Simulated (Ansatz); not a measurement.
**What each rung costs, and what it gives**

Saddle point of Si2H8SO, singlet (Si₂H₆O ([OH][SiH2][SiH3]) + H₂S → Si₂H₆S ([SiH3][SiH2][SH]) + H₂O; bonds formed: Si1–S7, O2–H6; bonds broken: Si1–O2, H6–S7), PBE0-D4/def2-TZVP structure:

Si1  (-0.309, -0.708, 0.401)
O2  (1.512, -0.865, 0.811)
H3  (-0.929, -1.933, -0.164)
H4  (-0.547, -0.911, 1.884)
Si5  (-1.263, 1.363, -0.081)
H6  (1.849, -0.982, -0.160)
S7  (0.914, -0.588, -1.807)
H8  (1.771, -1.536, 1.456)
H9  (-1.982, 1.294, -1.379)
H10  (-2.200, 1.822, 0.984)
H11  (-0.162, 2.360, -0.188)
H12  (1.346, 0.684, -1.758)
(Å)

Barriers are electronic and count from the start structure reached by relaxing down the imaginary mode.

Computed with Ansatz 0.2.0 (basis: as named in each row); correlated methods freeze the cores. B3LYP uses VWN-RPA correlation. Extrapolation: Hartree–Fock as exp(−7.88 √X), correlation as X^−2.97.

Times are rough, for one single point on 4 threads of a shared host (Arm Neoverse V1).

The estimate by CCSD(T) at an estimated basis limit (MP2 extrapolated from triple and quadruple zeta, plus CCSD(T) − MP2 in triple zeta) is 127.2 kJ/mol.

| method | basis | time (s) | barrier (kJ/mol) | method less estimate |
| --- | --- | --- | --- | --- |
| HF | STO-3G | under 1 | 209.1 | 82.0 |
| PBE-D4 | STO-3G | under 1 | 53.4 | -73.8 |
| SPW92 | def2-SVP | under 1 | 57.5 | -69.7 |
| PBE-D4 | def2-SVP | under 1 | 86.1 | -41.1 |
| B3LYP-D4 | 6-31G | 1 | 72.0 | -55.2 |
| PBE0-D4 | def2-SVP | 1 | 99.0 | -28.1 |
| SPW92 | def2-TZVPP | 2 | 69.4 | -57.8 |
| PBE-D4 | def2-TZVPP | 2 | 95.3 | -31.8 |
| BLYP-D4 | def2-TZVPP | 2 | 118.3 | -8.8 |
| B3LYP-D4 | def2-TZVPP | 3 | 126.8 | -0.4 |
| BHLYP-D4 | def2-TZVPP | 4 | 141.5 | 14.3 |
| CAM-B3LYP-D4 | def2-TZVPP | 4 | 133.6 | 6.5 |
| PBE0-D4 | def2-TZVPP | 4 | 107.7 | -19.5 |
| CCSD(T) | def2-SVP | 4 | 140.9 | 13.7 |
| r2SCAN-D4 | def2-TZVPP | 5 | 109.9 | -17.2 |
| r2SCAN0-D4 | def2-TZVPP | 6 | 116.7 | -10.5 |
| RPA on PBE | def2-TZVPP | 6 | 136.2 | 9.0 |
| wB97M-V | def2-SVP | 6 | 111.9 | -15.2 |
| PBE-QIDH | def2-TZVPP | 6 | 118.4 | -8.7 |
| B2PLYP | def2-TZVPP | 7 | 131.1 | 3.9 |
| wB97X-V | def2-TZVPP | 10 | 130.1 | 2.9 |
| B97M-V | def2-TZVPP | 11 | 123.6 | -3.5 |
| wB97M-V | def2-TZVPP | 11 | 121.9 | -5.3 |
| MP2 | def2-QZVPP | 34 | 121.6 | -5.5 |
| CCSD(T) | def2-TZVPP | 170 | 131.5 | 4.4 |

All methods are single points on the PBE0-D4 structures.

T1 diagnostic: at most 0.013.

Labels in which every atom is bracketed show which atoms are joined, not bond orders.
